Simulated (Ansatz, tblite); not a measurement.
Cost and result up the ladder for cyclo-(AsH)3 (As3H3) (6 atoms). Total charge 0; singlet. Geometry: PBE-D4/def2-SVP.

Cartesian coordinates in Å:
```
As 0.004 -1.340 -0.595
As 0.576 0.140 1.303
As -1.147 0.855 -0.321
H 1.166 -0.763 -1.434
H -0.502 -0.536 2.180
H -0.098 1.645 -1.133
```

Ansatz on 4 threads of Intel Xeon Platinum 8259CL on a shared host; xTB runs through tblite on one thread. Times are rough, summed over both states, and most runs start from the orbitals of an earlier one. PBE0-D4/def2-TZVP serves as the yardstick here, not as an exact answer. The other state is a triplet.

The xTB rows come from tblite.

xTB has no spin-polarisation term.

```
                            level  functions  wall time  vertical triplet (eV)  difference from PBE0-D4/def2-TZVP (eV)
                         GFN2-xTB         30    0.011 s                   3.67                                   -0.21
                         GFN1-xTB         33    0.014 s                   3.26                                   -0.62
                 PBE-D4/def2-TZVP        162      6.8 s                   3.89                                    0.01
r2SCAN-D4/def2-TZVP (with forces)        162       10 s                   3.86                                   -0.03
                PBE0-D4/def2-TZVP        162       12 s                   3.88                                    0.00
```
